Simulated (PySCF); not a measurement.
# Ru (ruthenium, neutral): UHF calculation

Configuration: [Kr] 4d7 5p1, one real determinant (an excited configuration). All numbers are calculated (PySCF 2.14, a scalar-relativistic core potential, in def2-QZVPPD with the def2 core potential (28 electrons) (7s5p4d4f2g, 88 functions)).

| Item | Value |
| --- | --- |
| Total energy | -94.016247 hartree |
| One-electron energy | -163.9764 hartree |
| Hartree (Coulomb) energy | 79.4470 hartree |
| Exchange energy | -9.4868 hartree |
| ⟨S²⟩ | 6.0138 |
| ⟨L²⟩ | 14.021 |
| Sum of ⟨r⟩ | 25.80 bohr |
| Sum of ⟨r²⟩ | 66.54 bohr² |
| Traceless quadrupole moment −½Σ⟨3z² − r²⟩ along its main axis | -13.0 e·bohr² |

```
shell  electrons  mean orbital energy (eV)  spread (eV)  rms radius, mean of both spins (bohr)
 4s α          1                   -99.253            0                                   1.10
 4s β          1                   -94.381            0                                   1.10
 4p α          3                   -64.548        0.190                                   1.22
 4p β          3                   -58.298        0.352                                   1.22
 4d α          5                   -13.395        1.169                                   1.81
 4d β          2                   -11.024        0.135                                   1.81
 5p α          1                    -3.399            0                                   5.69
```

⟨L²⟩ = 14.02 against 20 for a pure G term, so this real determinant mixes terms. Energies and moments cover only the electrons outside the core potential.
